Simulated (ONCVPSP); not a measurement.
Reading a pseudo-wave (aluminium (Al))

Columns: radius, all-electron u(r) and pseudo u(r) of the 2p shell (level -73.49 eV) of aluminium in the configuration [He] 2s2 2p6 3s2 3p0.5; PBE, scalar-relativistic, ONCV scheme, ONCVPSP 4.0.1.

```json
{"r (bohr)": "0.062", "all-electron": "0.1796", "pseudo": "0.0594"}
{"r (bohr)": "0.125", "all-electron": "0.5005", "pseudo": "0.2287"}
{"r (bohr)": "0.188", "all-electron": "0.7948", "pseudo": "0.4734"}
{"r (bohr)": "0.250", "all-electron": "1.0101", "pseudo": "0.7418"}
{"r (bohr)": "0.312", "all-electron": "1.1473", "pseudo": "0.9908"}
{"r (bohr)": "0.375", "all-electron": "1.2177", "pseudo": "1.1863"}
{"r (bohr)": "0.438", "all-electron": "1.2338", "pseudo": "1.3023"}
{"r (bohr)": "0.500", "all-electron": "1.2111", "pseudo": "1.3359"}
{"r (bohr)": "0.562", "all-electron": "1.1626", "pseudo": "1.3023"}
{"r (bohr)": "0.625", "all-electron": "1.0964", "pseudo": "1.2199"}
{"r (bohr)": "0.688", "all-electron": "1.0205", "pseudo": "1.1120"}
{"r (bohr)": "0.750", "all-electron": "0.9415", "pseudo": "0.9996"}
{"r (bohr)": "0.812", "all-electron": "0.8618", "pseudo": "0.8929"}
{"r (bohr)": "0.875", "all-electron": "0.7825", "pseudo": "0.7960"}
{"r (bohr)": "0.938", "all-electron": "0.7066", "pseudo": "0.7111"}
{"r (bohr)": "1.000", "all-electron": "0.6364", "pseudo": "0.6374"}
{"r (bohr)": "1.062", "all-electron": "0.5710", "pseudo": "0.5710"}
{"r (bohr)": "1.125", "all-electron": "0.5097", "pseudo": "0.5097"}
{"r (bohr)": "1.188", "all-electron": "0.4539", "pseudo": "0.4538"}
{"r (bohr)": "1.250", "all-electron": "0.4038", "pseudo": "0.4038"}
{"r (bohr)": "1.312", "all-electron": "0.3586", "pseudo": "0.3585"}
{"r (bohr)": "1.375", "all-electron": "0.3173", "pseudo": "0.3172"}
{"r (bohr)": "1.438", "all-electron": "0.2803", "pseudo": "0.2802"}
{"r (bohr)": "1.500", "all-electron": "0.2478", "pseudo": "0.2477"}
{"r (bohr)": "1.562", "all-electron": "0.2189", "pseudo": "0.2188"}
{"r (bohr)": "1.625", "all-electron": "0.1928", "pseudo": "0.1927"}
```

Question: How many radial nodes do the two functions have?

Answer: The all-electron 2p function has n − l − 1 = 0; the pseudo-wave has 0.

Question: At about which radius was the pseudo-wave matched?

Answer: 1.20 bohr. The columns agree to 0.0005 from 1.06 bohr on; several derivatives are matched, so the curves merge somewhat inside the radius.

Question: Where does each function peak?

Answer: Outermost all-electron maximum near 0.44 bohr, pseudo maximum near 0.50 bohr (to the table’s step).

Question: Is the pseudo-wave norm-conserving?

Answer: Yes: the ONCV scheme keeps the norm inside the radius equal to the all-electron one, which fixes the energy derivative of the logarithmic derivative at the level.
